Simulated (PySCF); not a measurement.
A side-by-side comparison of computed properties.

First species: C3H11NSi2.
Structure used (PBE0-D3(BJ)/def2-SVP), in Å, numbered top down from 1:
```
atom  x, y, z in Å
Si1   -0.9998    1.9356   -0.1681
N2    -0.6579    0.2666    0.2289
Si3   -1.8504   -0.9431    0.6479
C4     0.7170   -0.0570    0.5235
C5     1.3706   -1.2377   -0.1367
C6     1.7797    0.1543   -0.5180
H7    -0.3548    2.3350   -1.4571
H8    -0.4870    2.8626    0.8912
H9    -2.4784    2.0869   -0.2888
H10   -3.2014   -0.3778    0.3656
H11   -1.6613   -2.1929   -0.1509
H12   -1.7608   -1.3200    2.0952
H13    1.0269    0.1373    1.5607
H14    2.0566   -1.8467    0.4572
H15    0.7735   -1.7953   -0.8626
H16    1.4536    0.5185   -1.4954
H17    2.7532    0.5282   -0.1912
```

Second species: C6H6O3.
SMILES: `COC1=CC(=O)OC=C1`

Levels: wB97X-D/def2-SVPD for dipole moment, HOMO energy, LUMO energy, HOMO–LUMO gap, static isotropic polarisability and electronic spatial extent ⟨r²⟩ about the centre of nuclear charge; TDDFT wB97X-D/def2-SVPD for lowest singlet excitation; PBE0-D3(BJ)/def2-SVP for rotational constant A and rotational constant C. Geometries: PBE0-D3(BJ)/def2-SVP. Each species is one conformer at its optimised geometry, gas phase, non-relativistic unless stated. Electronic properties by PySCF.

The conformers computed, where there is a choice (atom-mapped SMILES and torsion angles):
- `[SiH3:1][N:2]([SiH3:3])[CH:4]1[CH2:5][CH2:6]1`: Si1–N2–C4–C5 -131°
- `[CH3:1][O:2][c:3]1[cH:4][cH:5][o:6][c:7](=[O:8])[cH:9]1`: C1–O2–C3–C4 180°

Values for the first species:

- Dipole moment: 0.95 D
- HOMO energy: -8.90 eV
- LUMO energy: 2.00 eV
- HOMO–LUMO gap: 10.90 eV
- Lowest singlet excitation: 6.42 eV
- Static isotropic polarisability: 94.6 au
- Electronic spatial extent ⟨r²⟩ about the centre of nuclear charge: 1035 bohr²
- Rotational constant A: 2.561 GHz
- Rotational constant C: 1.227 GHz

(1) Estimate the same properties for the second species, and the change in each.

## Answers

(1) 
```csv
property,first,second,second less first
dipole moment,0.95 D,4.98 D,+4.03 D
HOMO energy,-8.90 eV,-8.72 eV,+0.18 eV
LUMO energy,2.00 eV,0.37 eV,-1.63 eV
HOMO–LUMO gap,10.90 eV,9.09 eV,-1.81 eV
lowest singlet excitation,6.42 eV,4.92 eV,-1.50 eV
static isotropic polarisability,94.6 au,82.0 au,-12.6 au
electronic spatial extent ⟨r²⟩ about the centre of nuclear charge,1035 bohr²,1195 bohr²,+160 bohr²
rotational constant A,2.561 GHz,3.125 GHz,+0.564 GHz
rotational constant C,1.227 GHz,0.924 GHz,-0.303 GHz
```

On the first: No computed singlet falls in the visible range (750 to 380 nm, 1.65 to 3.26 eV); S1 lies 3.16 eV above its blue end.

On the second: The principal polarisabilities are 51.3, 90.5 and 104.2 au; their mean is the isotropic value.
